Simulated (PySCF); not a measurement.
**Vibration and rotation of GeSe**

PBE0 constants of GeSe, ¹Σ⁺ (singlet), closed shell (basis Ge cc-pVTZ-PP with ECP10, Se cc-pVTZ-PP with ECP10; scalar-relativistic core potentials; PySCF 2.14; masses 73.9212 and 79.9165 u):

```
ωe              : 412.5 cm⁻¹
ωexe            : 0.744 cm⁻¹
Be              : 0.09607 cm⁻¹
αe              : 0.000260 cm⁻¹
D (centrifugal) : 2.08e-08 cm⁻¹
De to Ge + Se   : 5.05 eV
```

**Question.** Give the vibrational terms G(v) and spacings up to v = 6.

**Answer.** G(v) = ωe(v+½) − ωexe(v+½)².

```json
{"v": "0", "G(v) (cm⁻¹)": "206.1", "G(v) − G(v−1)": "", "Bv (cm⁻¹)": "0.09594"}
{"v": "1", "G(v) (cm⁻¹)": "617.1", "G(v) − G(v−1)": "411.0", "Bv (cm⁻¹)": "0.09568"}
{"v": "2", "G(v) (cm⁻¹)": "1026.6", "G(v) − G(v−1)": "409.5", "Bv (cm⁻¹)": "0.09542"}
{"v": "3", "G(v) (cm⁻¹)": "1434.6", "G(v) − G(v−1)": "408.0", "Bv (cm⁻¹)": "0.09516"}
{"v": "4", "G(v) (cm⁻¹)": "1841.2", "G(v) − G(v−1)": "406.5", "Bv (cm⁻¹)": "0.09490"}
{"v": "5", "G(v) (cm⁻¹)": "2246.2", "G(v) − G(v−1)": "405.1", "Bv (cm⁻¹)": "0.09464"}
{"v": "6", "G(v) (cm⁻¹)": "2649.8", "G(v) − G(v−1)": "403.6", "Bv (cm⁻¹)": "0.09438"}
```

**Question.** How well does the Morse estimate ωe²/(4ωexe) reproduce De, and what is D0?

**Answer.** It gives 7.09 eV, 140 % of the computed De. D0 = De − G(0) = 5.05 − 0.03 = 5.02 eV.

Measured values (Huber and Herzberg, Constants of Diatomic Molecules (1979)): ωe = 408.7 cm⁻¹, ωexe = 1.36 cm⁻¹, Be = 0.096340508 cm⁻¹, αe = 0.00028904 cm⁻¹.
